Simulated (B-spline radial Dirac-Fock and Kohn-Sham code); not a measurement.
**Compton profile of Li**

System: atomic lithium, configuration [He] 2s1.

Calculated with a radial finite-basis atomic code, using the impulse approximation on relativistic Hartree-Fock (Dirac-Fock) wave functions, averaged over the configuration. pz is in atomic units of momentum; subshell profiles are per electron, for a selection of subshells; open shells are spread over both j values by their weights.

```csv
pz,J total,J 1s1/2,J 2s1/2,tabulated J
0,2.592,0.329,1.94,2.59
0.1,2.343,0.327,1.69,2.34
0.2,1.783,0.322,1.14,1.78
0.3,1.242,0.315,0.612,1.24
0.4,0.8840,0.305,0.274,0.884
0.5,0.6929,0.293,0.108,0.693
0.6,0.5982,0.279,0.0411,0.598
0.8,0.5077,0.247,0.0141,0.508
1,0.4393,0.213,0.0134,0.439
1.2,0.3716,0.180,0.0120,0.372
1.4,0.3079,0.149,0.00958,0.308
1.6,0.2515,0.122,0.00724,0.251
1.8,0.2034,0.0990,0.00536,0.203
2,0.1636,0.0798,0.00395,0.164
2.5,0.09382,0.0460,0.00189,0.0939
3,0.05410,0.0266,0.000963,0.0541
4,0.01917,0.00944,0.000295,0.0192
5,0.007542,0.00372,0.000108,0.00753
7,0.001552,0.000766,2.07e-05,0.00155
10,0.0002430,0.000120,3.10e-06,0.000240
15,2.542e-05,1.26e-05,< 1e-6,2.50e-05
```

J(0) = 2.592. The 2s1/2 subshell gives the largest part, 75 %.

Mean momentum ⟨p⟩ by subshell (a.u.): 1s1/2 2.25, 2s1/2 0.414.

Tabulated profile: Biggs, Mendelsohn and Mann, At. Data Nucl. Data Tables 16, 201 (1975), a Hartree-Fock calculation.
